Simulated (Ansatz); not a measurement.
Stepwise reaction of `[OH][Ga]([OH])[F]` with hydrogen chloride, as a gas-phase model of exchange steps in deposition or etching. ΔE in kJ/mol; ΔG adds harmonic PBE0-D4 terms to CCSD(T)/CBS, at 1 bar.

Gas-phase electronic energies from Ansatz, PBE0-D4/def2-TZVP geometries. CBS: MP2 limit from def2 TZ/QZ plus the TZ coupled-cluster correction, frozen cores. This one scheme is used for every species. Functionals use def2-TZVPP. B3LYP here is the variant with VWN-RPA as its local correlation; programs differ in this. For Ga outer-core shells are correlated without core-valence functions, which leaves a few kJ/mol of doubt a bond. Scalar relativity is left out up to krypton. One conformer a species, not always the lowest.

| step | reaction | PBE-D4 | B3LYP-D4 | ωB97M-V | CCSD(T)/CBS | ΔG(400 K) |
| --- | --- | --- | --- | --- | --- | --- |
| 1 | `[OH][Ga]([OH])[F]` + HCl → `[OH][Ga]([F])[Cl]` + H₂O | -56.7 | -56.3 | -57.4 | -56.3 | -52.0 |
| 2 | `[OH][Ga]([F])[Cl]` + HCl → `[F][Ga]([Cl])[Cl]` + H₂O | -53.8 | -54.5 | -55.6 | -54.7 | -48.6 |

(1) By hand: ΔE of the 2 steps together at CCSD(T)/CBS.

Answers

(1) (-56.3) + (-54.7) = -111.0 kJ/mol, or -55.5 kJ/mol a step.

In ΔE the steps differ by no more than 1.6 kJ/mol. All are downhill at CCSD(T)/CBS. ΔG lies between -52.0 and -48.6 kJ/mol a step. PBE-D4 differs from CCSD(T)/CBS by -0.4 to 0.9 kJ/mol a step. Isolated molecules leave out the surface, adducts and barriers. Largest T1 diagnostic: 0.014.
